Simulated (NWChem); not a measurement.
Atomisation of sulfuric acid (H$_{2}$O$_{4}$S)

```xyz
7

O     -0.3014     1.2374     0.8705
S      0.0000     0.0000    -0.1716
O      1.2712     0.2525    -0.8416
O     -1.2712    -0.2525    -0.8416
O      0.3014    -1.2374     0.8705
H      0.5721     1.5953     1.1416
H     -0.5721    -1.5953     1.1416
```
Charge 0, spin multiplicity 1.

Everything below was run with NWChem. The geometry was optimised at PBE/def2-SVP, a minimum by its harmonic frequencies. It is one conformer; others weren't searched.

Basis set: def2-TZVP. The atomisation energy is electronic alone: no zero-point, thermal, spin-orbit or counterpoise terms. No value is extrapolated to the basis-set limit. Free atoms are single determinants with multiplicities O 3, S 3, H 2. Correlated methods freeze the same cores in atoms and molecule, 9 orbitals in all.

B3LYP has NWChem's definition, with VWN1-RPA local correlation. No SCF solution was tested for a lower state. Open-shell Hartree-Fock references start from PBE0 orbitals.

Task: Order these methods by the atomisation energy they give, lowest first: B3LYP, MP2, LC-wPBE (omega 0.3 per bohr), HF.

Result: HF (306.5 kcal/mol), B3LYP (575.3 kcal/mol), MP2 (597.2 kcal/mol), LC-wPBE (omega 0.3 per bohr) (604.1 kcal/mol)
